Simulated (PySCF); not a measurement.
System (SMILES): BN (BH2-NH2).
Geometry (B3LYP-D3(BJ)/def2-TZVP, fixed):
```xyz
6

B     -0.7766     0.0323    -0.0041
N      0.6098    -0.0254     0.0032
H     -1.3984    -0.9854    -0.0254
H     -1.3119     1.0982     0.0110
H      1.1972     0.7922     0.0209
H      1.1274    -0.8889    -0.0085
```
Charge 0, spin multiplicity 1.

How fast the isotropic shielding of N2 converges with the basis for several methods (PySCF): deviation from each method's own reference, in ppm. References: HF 162.19 ppm, the value in pcseg-3; PBE 135.54 ppm, the value in pcseg-3; PBE0 143.14 ppm, the value in pcseg-3. All functions are spherical. Core-valence sets carry the plain set on hydrogen. No added dispersion term, no relativity. GIAO; atoms are numbered in the order shown.

| basis | functions | HF | PBE | PBE0 |
|---|---|---|---|---|
| STO-3G | 14 | 96.81 | 88.53 | 89.48 |
| 6-31+G* | 44 | 19.85 | 23.07 | 21.99 |
| pcSseg-1 | 54 | 1.36 | -0.77 | -0.35 |
| 6-311G** | 60 | 7.88 | 6.30 | 6.46 |
| 6-311++G(2d,2p) | 94 | 3.73 | 4.25 | 4.09 |
| def2-TZVPD | 110 | 3.18 | 4.21 | 3.94 |
| cc-pVTZ | 116 | 6.11 | 5.18 | 5.34 |
| def2-TZVPP | 118 | 4.56 | 5.06 | 4.89 |
| cc-pCVTZ | 142 | 5.81 | 1.89 | 2.85 |
| aug-pcseg-2 | 184 | 1.31 | 1.79 | 1.70 |
| def2-QZVPP | 234 | 2.78 | 2.03 | 2.24 |
| def2-QZVPPD | 258 | 2.71 | 2.06 | 2.24 |

Mean absolute deviation over 6-311G**, 6-311++G(2d,2p), def2-TZVPD, cc-pVTZ, def2-TZVPP, cc-pCVTZ, aug-pcseg-2: PBE 4.10, PBE0 4.18, HF 4.65 ppm.
